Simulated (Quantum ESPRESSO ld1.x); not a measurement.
Species: neutral antimony. Configuration: [Kr] 4d10 5s2 5p3. Calculated with ld1.x of Quantum ESPRESSO 7.5: Dirac Kohn-Sham, PBE, spin-unpolarised, spherical densities, point nucleus; open shells fill j = l - 1/2 first.

Normalised radial functions P(r) = r R(r) (large component), r in bohr:

| r | 4s1/2 | 4p3/2 |
|---|---|---|
| 0.00274 | 0.1345 | 0.0051 |
| 0.00319 | 0.1511 | 0.0068 |
| 0.003684 | 0.1679 | 0.0089 |
| 0.004254 | 0.1857 | 0.0116 |
| 0.004953 | 0.2054 | 0.0154 |
| 0.00572 | 0.2244 | 0.0200 |
| 0.006606 | 0.2433 | 0.0260 |
| 0.00769 | 0.2623 | 0.0341 |
| 0.008881 | 0.2783 | 0.0438 |
| 0.01026 | 0.2912 | 0.0561 |
| 0.01194 | 0.2997 | 0.0725 |
| 0.01379 | 0.3010 | 0.0916 |
| 0.01593 | 0.2936 | 0.1150 |
| 0.01854 | 0.2738 | 0.1448 |
| 0.02141 | 0.2413 | 0.1782 |
| 0.02473 | 0.1934 | 0.2165 |
| 0.02879 | 0.1247 | 0.2618 |
| 0.03325 | 0.0424 | 0.3080 |
| 0.0384 | -0.0547 | 0.3548 |
| 0.0447 | -0.1684 | 0.4007 |
| 0.05162 | -0.2784 | 0.4354 |
| 0.05962 | -0.3792 | 0.4545 |
| 0.0694 | -0.4594 | 0.4487 |
| 0.08015 | -0.4932 | 0.4098 |
| 0.09257 | -0.4697 | 0.3312 |
| 0.1078 | -0.3701 | 0.2009 |
| 0.1245 | -0.2029 | 0.0356 |
| 0.1437 | 0.0232 | -0.1592 |
| 0.1673 | 0.2937 | -0.3725 |
| 0.1932 | 0.5331 | -0.5495 |
| 0.2232 | 0.7011 | -0.6643 |
| 0.2598 | 0.7437 | -0.6790 |
| 0.3 | 0.6212 | -0.5672 |
| 0.3465 | 0.3392 | -0.3302 |
| 0.4034 | -0.0886 | 0.0285 |
| 0.4659 | -0.5401 | 0.4182 |
| 0.538 | -0.9449 | 0.7886 |
| 0.6264 | -1.2327 | 1.0856 |
| 0.7234 | -1.3239 | 1.2277 |
| 0.8354 | -1.2410 | 1.2198 |
| 0.9726 | -1.0171 | 1.0743 |
| 1.123 | -0.7489 | 0.8572 |
| 1.297 | -0.4918 | 0.6188 |
| 1.51 | -0.2774 | 0.3929 |
| 1.744 | -0.1417 | 0.2290 |
| 2.014 | -0.0631 | 0.1190 |
| 2.345 | -0.0228 | 0.0520 |
| 2.708 | -0.0073 | 0.0205 |
| 3.127 | -0.0019 | 0.0069 |
| 3.641 | -0.0004 | 0.0018 |
| 4.205 | -0.0001 | 0.0004 |
| 4.856 | 0.0000 | 0.0001 |
| 5.653 | 0.0000 | 0.0000 |
| 6.528 | 0.0000 | 0.0000 |
| 7.54 | 0.0000 | 0.0000 |
| 8.777 | 0.0000 | 0.0000 |
| 10.14 | 0.0000 | 0.0000 |

4s1/2: eigenvalue -148.44 eV, 3 radial nodes at r = 0.0355, 0.142, 0.392 bohr, <r> = 0.791 bohr, 90 % of the charge inside 1.14 bohr. 4p3/2: eigenvalue -98.804 eV, 2 radial nodes at r = 0.128, 0.399 bohr, <r> = 0.862 bohr, 90 % of the charge inside 1.27 bohr.
